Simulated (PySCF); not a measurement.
CCl₂, SMILES [C](Cl)Cl (connectivity only; charge and spin as stated), neutral, multiplicity 1.

Geometry: PBE0-D3(BJ)/def2-TZVP. The isomer is the one that the SMILES or the coordinates give; other isomers of the formula were not compared.

Two levels are set side by side: TDA-PBE/def2-TZVPD (PySCF) and TDA-B3LYP/def2-TZVPD (PySCF). Vertical, same geometry. The lowest singlet is HOMO→LUMO 98 % with PBE and HOMO→LUMO 99 % with the other functional; states are paired by order. Differences are taken from unrounded values.

| quantity | TDA-PBE |
|---|---|
| lowest singlet excitation (eV) | 2.54 |
| lowest triplet excitation (TDA) (eV) | 1.10 |
| first bright state (f over 0.05) (eV) | 6.52 |
| its oscillator strength | 0.12 |

Task: These are the TDA-PBE values. What does TDA-B3LYP give? (The exact figures need the calculation; the answer reports its results.)

Result: 
```csv
quantity,TDA-B3LYP,TDA-PBE minus TDA-B3LYP
lowest singlet excitation (eV),2.57,-0.02
lowest triplet excitation (TDA) (eV),1.07,0.03
first bright state (f over 0.05) (eV),5.67,0.86
its oscillator strength,0.06,0.06
```

Rough cost on one machine, each run with all the roots and properties that it gave: TDA-B3LYP against TDA-PBE about 2 times.
